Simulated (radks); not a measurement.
Species: Pm+. Configuration: [Xe] 4f5 6s1.

Method: Dirac Kohn-Sham, PBE, spin-unpolarised, spherical densities, finite nucleus; open shells are shared between the two j in proportion to 2j + 1; Fermi nuclear charge, rms radius 4.962 fm; computed with a radial shooting solver on a logarithmic mesh with Libxc functionals.

Energy parts (hartree):
part                       energy
total                 -10026.3160
kinetic                10840.4625
electron-nucleus      -24517.5992
Hartree                 3880.3494
exchange-correlation    -229.5288

Orbitals (lengths in bohr, moments of r in powers of bohr; <r^-3> diverges for s and p1/2; r(max) is where P^2 peaks):
1s1/2: occ. 2; eigenvalue (hartree) -1653.005; <1/r> 67.42; <r> 0.02318; r(max) 0.01479
2s1/2: occ. 2; eigenvalue (hartree) -268.8244; <1/r> 15.99; <r> 0.09846; r(max) 0.08396
2p1/2: occ. 2; eigenvalue (hartree) -254.5940; <1/r> 15.97; <r> 0.08245; r(max) 0.06370
2p3/2: occ. 4; eigenvalue (hartree) -234.0061; <r^-3> 8410; <1/r> 14.30; <r> 0.08896; r(max) 0.06924
3s1/2: occ. 2; eigenvalue (hartree) -58.79267; <1/r> 5.804; <r> 0.2601; r(max) 0.2388
3p1/2: occ. 2; eigenvalue (hartree) -52.68933; <1/r> 5.718; <r> 0.2498; r(max) 0.2258
3p3/2: occ. 4; eigenvalue (hartree) -48.54935; <r^-3> 1742; <1/r> 5.297; <r> 0.2624; r(max) 0.2376
3d3/2: occ. 4; eigenvalue (hartree) -37.93952; <r^-3> 289.4; <1/r> 5.169; <r> 0.2339; r(max) 0.1898
3d5/2: occ. 6; eigenvalue (hartree) -37.04234; <r^-3> 260.3; <1/r> 5.063; <r> 0.2378; r(max) 0.1932
4s1/2: occ. 2; eigenvalue (hartree) -11.86558; <1/r> 2.414; <r> 0.5929; r(max) 0.5524
4p1/2: occ. 2; eigenvalue (hartree) -9.54318; <1/r> 2.308; <r> 0.6081; r(max) 0.5590
4p3/2: occ. 4; eigenvalue (hartree) -8.63991; <r^-3> 381.0; <1/r> 2.167; <r> 0.6367; r(max) 0.5843
4d3/2: occ. 4; eigenvalue (hartree) -4.82025; <r^-3> 52.99; <1/r> 1.947; <r> 0.6825; r(max) 0.5980
4d5/2: occ. 6; eigenvalue (hartree) -4.65973; <r^-3> 47.09; <1/r> 1.912; <r> 0.6927; r(max) 0.6063
5s1/2: occ. 2; eigenvalue (hartree) -1.75905; <1/r> 0.9222; <r> 1.441; r(max) 1.291
5p1/2: occ. 2; eigenvalue (hartree) -1.13954; <1/r> 0.8085; <r> 1.626; r(max) 1.415
5p3/2: occ. 4; eigenvalue (hartree) -1.01919; <r^-3> 50.06; <1/r> 0.7585; <r> 1.719; r(max) 1.489
4f5/2: occ. 2.14286; eigenvalue (hartree) -0.30914; <r^-3> 5.625; <1/r> 1.314; <r> 1.042; r(max) 0.6342
6s1/2: occ. 1; eigenvalue (hartree) -0.30530; <1/r> 0.3174; <r> 3.965; r(max) 3.489
4f7/2: occ. 2.85714; eigenvalue (hartree) -0.29182; <r^-3> 5.419; <1/r> 1.297; <r> 1.061; r(max) 0.6393

The highest occupied level is 4f7/2 at -7.941 eV. The electron density at the nucleus is 4.927e+05 e/bohr^3.
